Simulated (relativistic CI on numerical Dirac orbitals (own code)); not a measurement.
# Calculated levels, Ce V

Method of calculation: Dirac-Coulomb-Breit CI, orbitals from a KLI potential per configuration, a model potential for QED, valence Slater integrals scaled by 0.85, P86 correlation energy added to each configuration (own radial code, finite nucleus).

Configurations in the expansion (outside the closed core [Kr] 4d10): 5s²5p⁶, 5s²5p⁵5d, 5s²5p⁵4f, 5s²5p⁵5f, 5s5p⁶5d, 5s²5p⁵5g, 5s²5p⁵6s, 5s²5p⁵6p, 5s5p⁶4f, 5s5p⁶5f, 5p⁶4f², 5p⁵4f²5d, 5p⁵4f³, 5p⁵4f²5f, 5p⁵4f²5g, 5p⁵4f²6s. Double excitations out of closed p, d and f shells are left out; levels of such configurations are missing from the list, as are those of other unlisted configurations, and high levels can miss mixing partners.

```csv
No.,Configuration,Term,J,E (cm⁻¹),%,Next component (%),jj configuration (%)
1,5s²5p⁶,¹S,0,0.0,100,,closed (100)
2,5s²5p⁵4f,³D,1,110685.2,100,,5p3/2^3 4f5/2 (100)
3,5s²5p⁵4f,³D,2,113835.8,91,7 ³F,5p3/2^3 4f5/2 (57)
4,5s²5p⁵4f,³G,5,117415.3,100,,5p3/2^3 4f7/2 (100)
5,5s²5p⁵4f,³G,4,117626.7,65,32 ¹G,5p3/2^3 4f5/2 (98)
6,5s²5p⁵4f,³D,3,118824.4,74,19 ³F,5p3/2^3 4f7/2 (75)
7,5s²5p⁵4f,³G,3,122820.7,49,32 ¹F,5p3/2^3 4f5/2 (78)
8,5s²5p⁵4f,³F,4,126430.9,55,37 ¹G,5p3/2^3 4f7/2 (97)
9,5s²5p⁵4f,¹D,2,128749.6,54,45 ³F,5p3/2^3 4f7/2 (58)
10,5s²5p⁵4f,³G,3,143329.7,50,33 ¹F,5p1/2 5p3/2^4 4f5/2 (93)
11,5s²5p⁵4f,³F,3,146497.4,47,28 ¹F,5p1/2 5p3/2^4 4f7/2 (90)
12,5s²5p⁵4f,³F,4,147047.7,43,31 ¹G,5p1/2 5p3/2^4 4f7/2 (96)
13,5s²5p⁵4f,³F,2,149581.6,48,44 ¹D,5p1/2 5p3/2^4 4f5/2 (95)
14,5s²5p⁵5d,³P°,0,180298.9,100,,5p3/2^3 5d3/2 (100)
15,5s²5p⁵5d,³P°,1,183186.4,93,7 ³D°,5p3/2^3 5d3/2 (74)
16,5s²5p⁵5d,³F°,4,188444.2,99,1 5s5p⁶4f ³F°,5p3/2^3 5d5/2 (99)
17,5s²5p⁵5d,³P°,2,188778.8,76,19 ³D°,5p3/2^3 5d5/2 (65)
18,5s²5p⁵5d,³F°,3,190276.6,74,16 ¹F°,5p3/2^3 5d3/2 (92)
19,5s²5p⁵5d,³F°,2,194736.0,46,35 ¹D°,5p3/2^3 5d3/2 (67)
20,5s²5p⁵5d,³D°,3,201353.8,62,38 ¹F°,5p3/2^3 5d5/2 (97)
21,5s²5p⁵5d,³D°,1,211737.7,90,6 ³P°,5p1/2 5p3/2^4 5d3/2 (43)
22,5s²5p⁵5d,³F°,2,215698.3,51,34 ¹D°,5p1/2 5p3/2^4 5d3/2 (91)
23,5s²5p⁵5d,³D°,2,220780.7,51,27 ¹D°,5p1/2 5p3/2^4 5d5/2 (90)
24,5s²5p⁵5d,¹F°,3,222754.4,45,30 ³D°,5p1/2 5p3/2^4 5d5/2 (95)
25,5s²5p⁵6s,³P°,2,252478.5,100,,5p3/2^3 6s (100)
26,5s²5p⁵6s,¹P°,1,254913.6,59,40 ³P°,5p3/2^3 6s (98)
27,5s²5p⁵5d,¹P°,1,264402.3,95,3 ³D°,5p1/2 5p3/2^4 5d3/2 (53)
28,5s²5p⁵6s,³P°,0,278890.7,100,,5p1/2 5p3/2^4 6s (100)
29,5s²5p⁵6s,³P°,1,280295.9,60,40 ¹P°,5p1/2 5p3/2^4 6s (99)
30,5s²5p⁵6p,³S,1,291833.7,70,28 ³P,5p3/2^3 6p1/2 (77)
```

Energies count from the lowest computed level; ° marks odd parity. Filled j subshells are mostly left out of the jj labels.

The mean weight of the leading LS term, summed over parents, in these 30 levels is 71 %, and that of the leading jj configuration (from the same eigenvectors) 86 %, so jj coupling describes them better and the LS labels are nominal.

At this charge configurations can still be misplaced by up to about 7 % of their energy. Levels and lines within the n = 5 or 6 shells can be off by up to 10 % or somewhat more, and those that change n by about 2 %, since core polarisation is missing. 2 of the 3 excited levels that our extract of the measured tables holds in this range could be paired (the sources list more); they are missed by 3376 cm⁻¹ on average and 4681 at most, and levels without a partner can miss by more. Levels that differ in their count of f electrons can be misplaced by several ten thousand cm⁻¹, since the correlation energy of f electrons is missing or only estimated; rates across such gaps can be off by orders of magnitude.

LS names give the leading component of a level, which can be under half, so a name can repeat, a term be missing and a line seem to break the LS rules.
